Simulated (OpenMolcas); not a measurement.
N II: from CASSCF to CASPT2

- Program: OpenMolcas
- Basis: ANO-RCC-VTZP [4s3p2d1f]
- Scalar Hamiltonian: DKH2, point nucleus
- Active space: 2 electrons in 3 orbitals (2p)
- State averaging: 2S+1 = 3 even, 3 roots; 2S+1 = 1 even, 6 roots
- Spin-orbit coupling: state interaction with AMFI integrals over the reference wave functions, term energies averaged over their components

Methods on the same reference wave functions:
A. CASSCF
B. SS-CASPT2, IPEA 0.25 Eh, imaginary shift 0.1 Eh (closed shells correlated: 1s 2s)
C. XMS-CASPT2, IPEA 0.25 Eh, imaginary shift 0.1 Eh (closed shells correlated: 1s 2s)

Energies in cm⁻¹ above 2s² 2p² ³P₀, the measured ground level; measured values from NIST Handbook of Basic Atomic Spectroscopic Data.

```tsv
Level	A	B	C	Measured
2s² 2p² ³P₀	0.0	0.0	0.0	0.0
2s² 2p² ³P₁	47.2	47.3	47.3	48.7
2s² 2p² ³P₂	141	141	141	131
2s² 2p² ¹D₂	17823	15560	15600	15316
2s² 2p² ¹S₀	43907	35380	36440	32689
```

Deviations, from unrounded energies. A percentage is the sum of absolute deviations over the sum of measured energies, with the sign that they share, or ± where signs differ.

```
                        Against measurement  Levels      A     B     C
             mean absolute deviation (cm-1)       4   3400   740  1000
      fine structure of the ground term (%)       2   ±6.3  ±6.3  ±6.3
other terms of the ground configuration (%)       2  +28.6  +6.1  +8.4
```

B lies closest to measurement on these levels and A furthest from it. The largest miss of B in the table is 2s² 2p² ¹S₀, by +2700 cm-1. The ranking rests on the paired levels alone, and a cruder setting can come out closer through cancelling errors.

Between B and C the level of the table that moves most is 2s² 2p² ¹S₀, by 1100 cm-1 (lowest in B, highest in C). Moves below CASPT2's spread within the term are not significant.

The mean deviations of B to C differ by less than CASPT2's widest spread within a term (620 cm-1), so their order carries little weight.

From A to B the spin-free energies of the other terms of 2s² 2p² shown, above ³P, scale by factors of 0.81 to 0.87.

The lowest spin-free term lies below A's lowest term by 0.087 hartree in B, 0.092 hartree in C.

Term energies are means over components that CASPT2 splits; among the terms shown or strongly mixed into the levels shown the widest spread is 620 cm-1 (2s² 2p² ¹D, C). With the s shell closed, the reference lacks s² → p² mixing. Without dynamic correlation excited terms often stand tens of per cent too high (terms of higher spin than the ground term too low), and those without a measured partner can miss by more than the paired ones (holds for A). Computed and measured levels are paired by configuration, term and J; levels that our copy of the source lacks, or whose pairing is in doubt (as where it misses far off the trend of its configuration), stay unpaired and out of the deviations. Levels of configurations outside the active space are missing.
